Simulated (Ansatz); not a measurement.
`C=CCCCl` + `O[SiH](F)F` → `O[Si](F)(F)CCl` + `C=CC`  (formal exchange of groups at a C–C bond)

Isolated molecules relaxed with PBE0-D4/def2-TZVP in Ansatz; ΔE leaves out vibrations. CCSD(T)/CBS is the MP2 limit (def2-TZVPP, def2-QZVPP) plus CCSD(T) − MP2 in def2-TZVPP, frozen cores. Functionals use def2-TZVPP. Each species was taken in one conformer, which may not be the lowest.

`C=CCCCl`:

Z-matrix (Å, degrees):
```
C
C 1 1.492
C 1 1.517 2 113.7
H 1 1.096 2 109.7 3 120.5
H 1 1.096 2 110.1 3 -121.8
C 2 1.325 1 124.4 3 -120.0
H 2 1.087 1 116.0 3 59.6
Cl 3 1.788 1 112.1 2 -65.0
H 3 1.089 1 111.1 2 176.3
H 3 1.090 1 111.4 2 54.3
H 6 1.084 2 121.5 1 179.9
H 6 1.086 2 121.6 1 -0.4
```

`O[SiH](F)F`:

Z-matrix (Å, degrees):
```
Si
F 1 1.584
F 1 1.584 2 105.5
O 1 1.614 2 111.2 3 -120.7
H 1 1.463 2 110.2 3 118.9
H 4 0.958 1 120.9 2 58.5
```

`O[Si](F)(F)CCl`:

Cartesian coordinates in Å:
```
O 1.098 1.313 0.702
Si -0.015 0.148 0.802
F 0.456 -0.833 1.945
F -1.425 0.724 1.228
C -0.226 -0.805 -0.780
Cl -0.498 0.367 -2.105
H 1.029 1.947 -0.013
H 0.664 -1.383 -1.028
H -1.083 -1.478 -0.751
```

`C=CC`:

Z-matrix (Å, degrees):
```
C
C 1 1.490
H 1 1.095 2 111.0
H 1 1.095 2 111.0 3 118.3
H 1 1.092 2 111.5 3 -120.8
C 2 1.325 1 125.1 3 120.8
H 2 1.088 1 116.2 3 -59.2
H 6 1.084 2 121.6 1 -180.0
H 6 1.086 2 121.4 1 0.0
```

```tsv
level	ΔE (kcal/mol)
B97M-V	-8.7
PBE0-D4	-7.7
r2SCANh-D4	-8.4
B2PLYP	-6.8
r2SCAN	-8.5
HF/def2-QZVPP	-6.1
MP2/def2-QZVPP	-5.8
MP2/CBS(def2)	-5.9
```

Problem. What does CCSD(T)/CBS give? (Estimate.)

Solution. Computed: -6.6 kcal/mol. The listed levels differ from it by -2.1, -1.1, -1.8, -0.2, -1.9, 0.5, 0.8, 0.7 kcal/mol.

Problem. What do rigid-rotor, harmonic-oscillator terms from PBE0-D4/def2-TZVP frequencies (298.15 K, 1 bar) make of the CCSD(T)/CBS value? (Best estimate.)

Solution. The calculation gave: ΔZPE = -0.1 kcal/mol, ΔH = -6.3 kcal/mol, ΔS = 4 J/(mol·K), ΔG = -6.6 kcal/mol.

Largest T1 diagnostic among the species: 0.011.

Leaving LDA and LC-ωPBE aside and taking each functional with its dispersion term where it has one, the values, not all of them listed here, spread over 1.9 kcal/mol, from B97M-V to PBE-QIDH. At CCSD(T), def2-SVP lies +3.5 kcal/mol from the extrapolated value and def2-TZVPP +0.2 kcal/mol.
